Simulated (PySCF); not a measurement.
Property card for `C=CC/C(=N\C)C(C)C`

C₈H₁₅N.
SMILES with atom numbers: `[CH2:1]=[CH:2][CH2:3]/[C:4](=[N:5]\[CH3:6])[CH:7]([CH3:8])[CH3:9]` (hydrogens: H10, H11 on C1; H12 on C2; H13, H14 on C3; H15, H16, H17 on C6; H18 on C7; H19, H20, H21 on C8; H22, H23, H24 on C9)

Structural features include: imine and C=C double bond.

From GFN2-xTB geometry:

```
Point group of the GFN2-xTB geometry                  : C1
Rotational constants A, B, C of the GFN2-xTB geometry : 2.072, 1.087, 0.899 GHz
```

**PBE0/pcSseg-1 ground state and GIAO shieldings, non-relativistic (PySCF)**

```
Dipole moment                                               : 1.34 D
HOMO energy                                                 : -6.50 eV
LUMO energy                                                 : -0.07 eV
HOMO–LUMO gap                                               : 6.43 eV
Lowest Hirshfeld atomic charge                              : -0.14 e on N5
Highest Hirshfeld atomic charge                             : +0.10 e on C4
13C chemical shifts (computed TMS as zero) by class         : 175.5 (C4), 142.0 (C2), 122.9 (C1), 41.8 (C7), 40.8 (C6), 39.9 (C3), 22.9 (C8/C9) ppm
1H chemical shifts (computed TMS as zero) by class          : 6.07 (H12), 5.44 (H11), 5.38 (H10), 3.63 (H15/H16/H17), 3.11 (H13/H14), 2.28 (H18), 1.08 (H19/H20/H21/H22/H23/H24) ppm
Isotropic shieldings of nuclei other than C and H, by class : -85 (N5) ppm
Mayer bond orders between heavy atoms                       : C1–C2 1.99, C2–C3 1.02, C3–C4 0.97, C4–N5 1.97, N5–C6 1.00, C4–C7 0.94, C7–C8 1.02, C7–C9 1.05
```

Monoisotopic mass (most abundant isotopes): 125.1204 u.

The dipole equals about 4.5 × 10⁻³⁰ C·m (1 D = 3.33564 × 10⁻³⁰ C·m). The rotational constants make it an asymmetric top with κ = (2B − A − C)/(A − C) = -0.68, nearer the prolate limit (−1). With B = h/(8π²I), that is 505.379 GHz u Å² over I, the principal moments of inertia are 243.9, 464.8 and 562.3 u Å² (most abundant isotopes).

Isolated species at its GFN2-xTB geometry (one conformer only). NMR classes are plain means over equivalent atoms (diastereotopic ones count apart unless rotation or inversion swaps them), as if these changed places fast; in this geometry the members of some classes differ.

For the NMR shielding job (PBE0/pcSseg-1), hardware: Arm Neoverse V1, one thread (shared host). Cost: 52 s wall.

Shape of the structure used: `[CH2:1]=[CH:2][CH2:3]/[C:4](=[N:5]\[CH3:6])[CH:7]([CH3:8])[CH3:9]`: C1–C2–C3–C4 -118°, C2–C3–C4–N5 94°, C3–C4–C7–C8 -91°.
